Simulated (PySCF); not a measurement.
Choosing a molecule for a target property.

Each SMILES stands for a single optimised conformer of the isolated species, non-relativistic unless stated; the electronic structure was computed with PySCF and density fitting.

Dipoles, sizes and rotational constants follow the conformer. The torsions of the flexible species, by atom-mapped SMILES:
- `[CH3:1][C:2](=[O:3])[C@H:4]1[CH:5][C@@H:6]2[CH:7]=[CH:8][C@H:9]12`: C1–C2–C4–C5 90°
- `[CH2:1][c:2]1[cH:3][cH:4][c:5]([CH2:6][OH:7])[cH:8][cH:9]1`: C4–C5–C6–O7 75°, H–O7–C6–C5 55°
- `[CH:1]#[C:2][C:3]#[C:4][CH2:5][C@@H:6]([OH:7])[CH2:8][CH2:9]`: C4–C5–C6–O7 172°, C5–C6–C8–C9 180°, H–O7–C6–C5 71°
- `[CH2:1]=[C:2]1[CH:3]=[CH:4][CH2:5][C:6]1[C:7]([CH3:8])=[O:9]`: C5–C6–C7–C8 0°
- `[CH3:1][CH2:2][O:3][C@@:4]12[CH:5]=[CH:6][C:7]3[C@@H:8]1[C@@H:9]23`: C1–C2–O3–C4 -63°, C2–O3–C4–C5 92°

(1) Wanted: isotropic g value above 2.0028 (unrestricted B3LYP/pcH-1, mean-field spin–orbit) and smallest rotational constant below 1.04 GHz (GFN2-xTB), at GFN2-xTB geometries. Which candidate meets both?
A. `O=C([C@H]1[CH][C@@H]2C=C[C@@H]21)C` [radical]
B. `CCO[C@@]12C=C[C]3[C@@H]1[C@H]32` [radical]
C. `[CH2]c1ccc(CO)cc1` [radical]
D. `C=C1C=CC[C]1C(C)=O` [radical]
E. `C#CC#CC[C@@H](O)C[CH2]` [radical]

## Answers

(1) D. Computed values:
```
                                     species  isotropic g value  smallest rotational constant
   CCO[C@@]12C=C[C]3[C@@H]1[C@H]32 [radical]            2.00239                     1.205 GHz
                 [CH2]c1ccc(CO)cc1 [radical]            2.00253                     0.865 GHz
            C#CC#CC[C@@H](O)C[CH2] [radical]            2.00264                     0.588 GHz
O=C([C@H]1[CH][C@@H]2C=C[C@@H]21)C [radical]            2.00293                     1.102 GHz
                C=C1C=CC[C]1C(C)=O [radical]            2.00381                     0.980 GHz
```
